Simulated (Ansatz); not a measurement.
Calculated with Ansatz (gas phase, PBE0-D4/def2-TZVP geometries, no zero-point term in ΔE). CCSD(T)/CBS is the MP2 limit (def2-TZVPP, def2-QZVPP) plus CCSD(T) − MP2 in def2-TZVPP, frozen cores. Functionals use def2-TZVPP. B3LYP here is the variant with VWN-RPA as its local correlation; programs differ in this. Elements past krypton have def2 core potentials. For Te outer-core shells are correlated without core-valence functions, which leaves a few kJ/mol of doubt a bond. Each species was taken in one conformer, which may not be the lowest.

Reaction (formal exchange of groups at a Te–Si bond): `C[Te][SiH2][SiH3]` + `C#C[SiH3]` → `C#C[SiH2][Te]C` + `[SiH3][SiH3]`

`C[Te][SiH2][SiH3]`:

```xyz
12

C     1.079    1.317    1.524
Te    1.708   -0.711    1.185
Si    0.592   -0.898   -1.034
Si   -1.720   -0.669   -0.787
H     1.489    1.961    0.750
H     1.478    1.605    2.495
H    -0.007    1.371    1.541
H     0.934   -2.253   -1.545
H     1.128    0.120   -1.980
H    -2.018    0.590   -0.051
H    -2.244   -1.816    0.001
H    -2.421   -0.618   -2.100
```

`C#C[SiH3]`:

```xyz
7

C     1.767    0.387    0.758
C     0.680    0.149    0.292
Si   -0.962   -0.211   -0.413
H     2.727    0.598    1.170
H    -1.985   -0.125    0.658
H    -1.268    0.779   -1.475
H    -0.959   -1.577   -0.991
```

`C#C[SiH2][Te]C`:

Cartesian coordinates in Å:
```
C -0.652 1.858 -1.658
C -0.030 0.840 -1.475
Si 0.885 -0.697 -1.129
Te 1.562 -0.750 1.257
C -0.437 -0.401 1.967
H -1.196 2.759 -1.829
H -0.002 -1.835 -1.480
H 2.125 -0.751 -1.940
H -0.365 -0.270 3.045
H -0.823 0.504 1.505
H -1.066 -1.257 1.737
```

`[SiH3][SiH3]`:

Cartesian coordinates in Å:
```
Si -0.598 0.938 -0.361
Si 0.598 -0.938 0.361
H -1.529 1.398 0.704
H 0.336 2.049 -0.690
H -1.390 0.608 -1.576
H -0.336 -2.048 0.693
H 1.393 -0.607 1.574
H 1.526 -1.400 -0.705
```

```json
{"level": "PBE-D4", "ΔE (kJ/mol)": "2.0", "difference from CCSD(T)/CBS": "-1.5"}
{"level": "r2SCAN-D4", "ΔE (kJ/mol)": "1.7", "difference from CCSD(T)/CBS": "-1.8"}
{"level": "PBE0-D4", "ΔE (kJ/mol)": "2.5", "difference from CCSD(T)/CBS": "-1.0"}
{"level": "B3LYP-D4", "ΔE (kJ/mol)": "2.7", "difference from CCSD(T)/CBS": "-0.8"}
{"level": "ωB97X-V", "ΔE (kJ/mol)": "2.1", "difference from CCSD(T)/CBS": "-1.4"}
{"level": "ωB97M-V", "ΔE (kJ/mol)": "2.4", "difference from CCSD(T)/CBS": "-1.1"}
{"level": "B2PLYP", "ΔE (kJ/mol)": "1.9", "difference from CCSD(T)/CBS": "-1.6"}
{"level": "PBE", "ΔE (kJ/mol)": "1.4", "difference from CCSD(T)/CBS": "-2.1"}
{"level": "r2SCAN", "ΔE (kJ/mol)": "1.6", "difference from CCSD(T)/CBS": "-1.9"}
{"level": "PBE0", "ΔE (kJ/mol)": "1.9", "difference from CCSD(T)/CBS": "-1.6"}
{"level": "B3LYP", "ΔE (kJ/mol)": "1.7", "difference from CCSD(T)/CBS": "-1.8"}
{"level": "HF/def2-TZVPP", "ΔE (kJ/mol)": "3.3", "difference from CCSD(T)/CBS": "-0.2"}
{"level": "MP2/def2-TZVPP", "ΔE (kJ/mol)": "1.9", "difference from CCSD(T)/CBS": "-1.6"}
{"level": "SCS-MP2/def2-TZVPP", "ΔE (kJ/mol)": "2.2", "difference from CCSD(T)/CBS": "-1.3"}
{"level": "CCSD/def2-TZVPP", "ΔE (kJ/mol)": "2.5", "difference from CCSD(T)/CBS": "-1.0"}
{"level": "CCSD(T)/def2-TZVPP", "ΔE (kJ/mol)": "2.4", "difference from CCSD(T)/CBS": "-1.1"}
{"level": "HF/def2-QZVPP", "ΔE (kJ/mol)": "3.2", "difference from CCSD(T)/CBS": "-0.3"}
{"level": "MP2/def2-QZVPP", "ΔE (kJ/mol)": "2.4", "difference from CCSD(T)/CBS": "-1.1"}
{"level": "SCS-MP2/def2-QZVPP", "ΔE (kJ/mol)": "2.7", "difference from CCSD(T)/CBS": "-0.8"}
{"level": "HF/CBS(def2)", "ΔE (kJ/mol)": "3.1", "difference from CCSD(T)/CBS": "-0.4"}
{"level": "MP2/CBS(def2)", "ΔE (kJ/mol)": "2.9", "difference from CCSD(T)/CBS": "-0.6"}
{"level": "CCSD/CBS(def2)", "ΔE (kJ/mol)": "3.5", "difference from CCSD(T)/CBS": "0.0"}
{"level": "CCSD(T)/CBS", "ΔE (kJ/mol)": "3.5", "difference from CCSD(T)/CBS": "0"}
```

Largest T1 diagnostic among the species: 0.013.
